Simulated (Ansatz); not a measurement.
Ansatz (a first-principles code) input:

Ansatz 0.2 input:
```yaml
crystal:
  periodic: [false, false, false]
  atoms:
    - {symbol: Si, position_ang: [0.08423056, 0.53583095, 0.08353826]}
    - {symbol: C, position_ang: [-1.60657879, -0.27790926, 0.04317714]}
    - {symbol: C, position_ang: [1.44961718, -0.72059869, -0.19884867]}
    - {symbol: H, position_ang: [0.15375758, 1.58831459, -0.96360297]}
    - {symbol: H, position_ang: [0.28448302, 1.19954371, 1.39824161]}
    - {symbol: H, position_ang: [-1.78546613, -0.75677980, -0.92201004]}
    - {symbol: H, position_ang: [-1.68915625, -1.04320053, 0.81804114]}
    - {symbol: H, position_ang: [-2.40069599, 0.45285969, 0.20741869]}
    - {symbol: H, position_ang: [1.43146023, -1.49522125, 0.57091376]}
    - {symbol: H, position_ang: [1.33515035, -1.20880052, -1.16913743]}
    - {symbol: H, position_ang: [2.43300894, -0.24730157, -0.17537133]}
basis:
  gaussian:
    orbitals: def2-TZVPD
hamiltonian:
  xc: {name: B2GP-PLYP}
magnetization: {spin_polarized: false}
correlation: {electrons: outside_noble_gas}
```

Problem. Predict the final energy.

Solution. -370.30283 Eh (B2GP-PLYP/def2-TZVPD). The basis has 189 functions.
